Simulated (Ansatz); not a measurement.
Energy profile

The step: SnH₄ + H₂O + HF → SnH₃F ([F][SnH3]) + H₂O + H₂; bonds formed: Sn1–F7, H2–H8, H6–O9; bonds broken: Sn1–H2, H6–F7, H8–O9 (atoms numbered as in the saddle structure below).

```
10
angstrom
Sn -0.8319 1.1793 -0.1472
H -0.2533 -0.4760 -1.0181
H -1.7343 1.2393 -1.6303
H -1.9936 1.0474 1.0884
H 0.2423 2.4951 -0.2002
H 1.1649 -0.8134 0.7821
F 0.5305 0.3018 1.2635
H 0.4339 -1.0179 -0.6340
O 1.3669 -1.5536 0.0733
H 1.0746 -2.4018 0.4227
```

Electronic energies by CCSD(T) at an estimated basis limit (MP2 extrapolated from triple and quadruple zeta, plus CCSD(T) − MP2 in triple zeta), on PBE0-D4/def2-TZVP structures; SnH₇OF, singlet; no counterpoise correction. Computed with Ansatz 0.2.0 (basis: def2-TZVPP and def2-QZVPP); correlated methods freeze the cores. Filled d shells of the heavier atoms are correlated. Core potentials replace the inner electrons of the atoms past krypton. The def2 sets are not built for correlating such inner shells, so the correlated values are less sure here. Extrapolation: Hartree–Fock as exp(−7.88 √X), correlation as X^−2.97.

Problem. Give the profile in kcal/mol, counted from the separated reactants. (An estimate is asked for; the value comes from the calculation.)

Solution. The calculation gives:
```csv
point,kcal/mol
"separated: SnH₄ (Sn1, H2, H3, H4, H5; singlet) + HF (H6, F7; singlet) + H₂O (H8, O9, H10; singlet)",0.00
start structure,-11.56
saddle,20.97
end structure,-15.46
"separated: SnH₃F (linked as [F][SnH3]; Sn1, H3, H4, H5, F7; singlet) + H₂ (H2, H8; singlet) + H₂O (H6, O9, H10; singlet)",-8.23
```

The T1 diagnostic stays at or below 0.014.

For scale, one of the runs: CCSD(T)/def2-TZVPP, 210 basis functions, launched by `ansatz run in.yaml --threads 4 --pin off --events-out ev --progress --plain --max-ram 9574MiB`. The run took 87 s on 4 CPU threads of an Arm Neoverse V2 (shared host), with 3.4 GiB of host memory at its peak.
